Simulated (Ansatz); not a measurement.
Relaxation of C$_{2}$H$_{5}$BS (9 atoms, charge 0, multiplicity 1), to a largest force component of 0.015 eV/Å in at most 40 steps.

Level of theory: RKS B3LYP-D4/STO-3G (Ansatz).

```xyz
9
Properties=species:S:1:pos:R:3:forces:R:3
B -0.404 0.768 -1.060 -2.28 2.03 -0.92
C -0.166 -0.199 0.092 -0.82 1.93 -1.31
C 0.940 -0.899 0.114 4.29 -1.85 -0.36
S -1.308 -0.389 1.386 -1.68 0.39 2.75
H 0.335 0.962 -1.960 0.15 -0.31 0.29
H -1.461 1.443 -1.087 1.73 -1.13 0.09
H 1.190 -1.594 0.942 -0.05 0.08 -0.25
H 1.766 -0.777 -0.654 -1.01 -0.26 0.64
H -0.803 0.639 2.211 -0.34 -0.87 -0.93
```

**Question.** Where does it end, and by what steps?

**Answer.** The forces met the threshold. Limits of this set-up: minimal basis. After 9 steps the energy has fallen by 0.746 eV; H9 moved furthest, 1.20 Å.

```tsv
step	energy less start (eV)	largest force component (eV/Å)	accepted
0	0.0000	4.292	yes
1	-0.3054	1.190	yes
2	-0.3539	1.205	yes
3	-0.4576	0.609	yes
4	-0.5371	0.450	yes
5	-0.6170	0.454	yes
6	-0.6797	0.418	yes
7	-0.7310	0.269	yes
8	-0.7451	0.098	yes
9	-0.7459	0.010	yes
```

```xyz
9
Properties=species:S:1:pos:R:3
B -0.365 0.846 -0.858
C 0.011 -0.152 0.249
C 1.062 -0.998 0.035
S -0.884 -0.244 1.793
H 0.261 0.868 -1.850
H -1.267 1.587 -0.732
H 1.400 -1.742 0.771
H 1.622 -0.968 -0.908
H -1.752 0.757 1.482
```

Whether the end is a true minimum wasn't checked by a vibrational analysis.

Run time: 33 s on 1 thread of AMD EPYC (Zen 3), on a shared host, peak memory 0.13 GiB.
